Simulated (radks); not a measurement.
Values are calculated unless marked as measured or tabulated.
Problem. The mean radii <r> (bohr) of the occupied orbitals of an atom or ion are listed with their occupations. Level of theory: Dirac Kohn-Sham, PBEsol, spin-unpolarised, spherical densities, finite nucleus; Fermi nuclear charge, rms radius of each element as measured or else 0.836 A^(1/3) + 0.57 fm (a radial shooting solver on a logarithmic mesh with Libxc functionals).

orbital  occ.     <r>
1s1/2       2  0.1308
2s1/2       2  0.6976
2p1/2       2  0.6863
2p3/2       4  0.6886
3s1/2       1   2.803

Name the element and its charge. Open shells, if any, fill j = l - 1/2 first.

Solution. Z = 12, magnesium, charge +1: Mg+ in [Ne] 3s1. The 1s radius gives Z: for a bare nucleus <r> = (2 gamma + 1)/(2Z) with gamma = sqrt(1 - (Z/c)^2), 0.1247 bohr for Z = 12, and screening makes it slightly larger (0.1308 here). The occupations add up to 11, and the charge is Z minus that.
